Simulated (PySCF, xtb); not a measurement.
C3H5BFNO, SMILES B1(O)C(F)=CN1C.

GFN2-xTB run with xtb 6.7.1 at its own geometry gives an orbital gap of 2.57 eV and a dipole moment of 4.59 D.

The structure is a stationary point at B3LYP-D3(BJ)/def2-SVP. The structure was generated by enumeration, and PubChem lists no compound with its InChIKey, so it may never have been made. The values are those of a single conformer.

What does PBE/def2-TZVP (PySCF) give? (An estimate is asked for; the answer gives what the named calculation found.)

gap 2.94 eV (levels -4.81 and -1.86 eV), dipole 2.84 D.
